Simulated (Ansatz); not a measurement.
Born–Oppenheimer molecular dynamics of CH$_{6}$BFO (10 atoms, charge 0, multiplicity 1). It starts at the highest image of a converged band. Of that band: The profile has 2 maxima (images 5, 7) with wells between them (image 6): this band takes more than one step, which may be the mechanism or a detour left from its start path. Neighbouring images differ by up to 1.9 eV, so the band resolves the path poorly. A vibrational analysis at the climbing image gives one clearly imaginary mode, 904i cm⁻¹: a first-order saddle point.

The calculation used Ansatz, RKS PBE/6-31G*.

```yaml
ensemble: NVE (velocity Verlet)
time_step: 0.5 fs
steps_asked: 200
starting_velocities_drawn_for: 300 K
seed: 4490
```

First frame:

```xyz
10
Properties=species:S:1:pos:R:3
B 0.045 0.305 -0.019
F 0.048 -0.391 1.546
O 1.296 0.165 -0.591
H 1.244 -0.400 -1.385
C -1.334 -0.024 -0.714
H -2.196 0.166 -0.054
H -1.476 0.576 -1.631
H -1.380 -1.090 -1.006
H 0.040 1.489 0.621
H 0.069 0.779 1.369
```

**Question.** How far do the bonds stretch over the last three quarters of this one trajectory? (Pairs bonded in most of those frames.)

**Answer.** 
| bond | mean (Å) | spread (Å) | shortest | longest |
| --- | --- | --- | --- | --- |
| B1–F2 | 1.350 | 0.046 | 1.25 | 1.44 |
| B1–O3 | 1.386 | 0.050 | 1.31 | 1.46 |
| B1–C5 | 1.592 | 0.055 | 1.50 | 1.71 |
| O3–H4 | 0.985 | 0.006 | 0.97 | 0.99 |
| C5–H6 | 1.109 | 0.016 | 1.08 | 1.13 |
| C5–H7 | 1.107 | 0.012 | 1.08 | 1.13 |
| C5–H8 | 1.113 | 0.013 | 1.09 | 1.14 |
| H9–H10 | 0.756 | 0.038 | 0.70 | 0.81 |

Mean temperature of the second half: 1571 K. The conserved energy stayed within 0.17 meV per atom of its start (net change -0.094 meV per atom), so the integration is sound. The kinetic energy rose, since the run started high on the potential surface and went downhill. It ends in pieces (CH4BFO + H2), so much of that is their flight and rotation, not heat. A run of 0.1 ps of so small a system gives no equilibrium averages. The orbitals stay closed-shell, which can raise the energy where a bond breaks towards radicals; this wasn't checked here.

Time of the run: 6.3 min on 1 thread of Arm Neoverse V1, on a shared host, peak memory 0.12 GiB.
